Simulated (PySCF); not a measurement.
**Correlation energy of Pb³⁺ (lead, charge +3)**

[Xe] 4f14 5d10 6s1, 2S determinant. Calculation: PySCF 2.14, in x2c-TZVPPall (11s7p6d3f, 83 functions); scalar relativity by spin-free X2C-1e. Frozen: [Kr] 4d10 4f14; 19 electrons correlated.

| level | correlation energy (mhartree) |
| --- | --- |
| CCSD | -368.55 |
| (T) | -5.32 |
| CCSD(T) | -373.87 |

Diagnostics: T1 = 0.0056, D1 = 0.0157, largest double amplitude 0.015.

Question: Is a single reference adequate?

Answer: Yes, within this model without spin-orbit coupling: T1 lies below 0.03 and no double amplitude reaches 0.07.

This basis was not built for core-valence correlation, so the inner-shell part is incomplete.
